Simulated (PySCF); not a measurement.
## Cu2S: breathing scan

All numbers come from PySCF, PBE0, basis S def2-TZVP, Cu def2-TZVP (no relativity, density fitting).

Rigid scan from the singlet minimum (Cu–Cu 2.610 Å, S–Cu 2.101 Å (×2); Cu–Cu–S 51.6° (×2), Cu–S–Cu 76.8°). Coordinate: all bonds to the central atom scaled together. Energies in kJ/mol from the minimum.

| scale of all bonds to the centre | E (kJ/mol) | dipole size (D) |
| --- | --- | --- |
| 0.88 | 124.6 | 4.26 |
| 0.92 | 47.9 | 4.51 |
| 0.96 | 10.4 | 4.74 |
| 1.00 | 0.0 | 4.98 |
| 1.04 | 7.9 | 5.20 |
| 1.08 | 28.1 | 5.42 |
| 1.14 | 72.3 | 5.72 |
| 1.22 | 143.6 | 6.07 |
| 1.35 | 264.0 | 6.52 |

At long bonds a restricted determinant can lie too high, and another spin state can fall below this curve.

Other isomers or separated fragments may lie lower.
